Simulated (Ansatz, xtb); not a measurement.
## Relaxing a trial structure of AlBFH3MgO

The starting geometry of this gas-phase singlet was built from a drawn formula by distance geometry and a force field; its bonds are those of `O[BH][Mg][AlH][F]`.

```yaml
atoms:
  - { symbol: Al, position_ang: [0.4457, -0.0919, 3.1040] }
  - { symbol: B, position_ang: [-0.9054, -1.0136, -1.5525] }
  - { symbol: F, position_ang: [2.0458, -0.6676, 3.7161] }
  - { symbol: Mg, position_ang: [-0.3426, -0.5391, 0.5729] }
  - { symbol: O, position_ang: [-0.0913, -1.8861, -2.3832] }
  - { symbol: H, position_ang: [-0.4572, -2.7448, -2.1962] }
  - { symbol: H, position_ang: [-1.9092, -0.5068, -1.9631] }
  - { symbol: H, position_ang: [-0.5784, 0.6672, 4.0977] }
```

Q: Predict what becomes of its bonds when it is optimised with r2SCAN-D4/def2-SVP.

A: It keeps its bonds, and is `O[BH][Mg][AlH][F]`.

The energy falls by 1.21 eV over 29 steps:

| step | E − E(last) (eV) |
| --- | --- |
| 1 | 1.209 |
| 4 | 0.538 |
| 7 | 0.005 |
| 10 | 0.001 |
| 13 | 0.001 |
| 17 | 0.000 |
| 20 | 0.000 |
| 23 | 0.000 |
| 26 | 0.000 |
| 29 | 0.000 |

Final geometry (Å):

```xyz
8

Al    0.3782   -0.0522    3.1698
B    -1.0245   -1.1165   -1.6046
F     1.7314   -0.8730    3.7524
Mg   -0.3374   -0.6733    0.5760
O    -0.5469   -2.0048   -2.5191
H     0.1961   -2.5298   -2.1997
H    -1.9662   -0.4756   -2.0591
H    -0.2233    0.9424    4.2800
```

From the same start GFN2-xTB ends elsewhere, differing in Mg4–O5 (2.20 against 3.38 Å here).

The end wasn't checked by frequencies. Run with Ansatz 0.2.0, 2.1 min on 1 thread of Arm Neoverse V2, on a shared host.
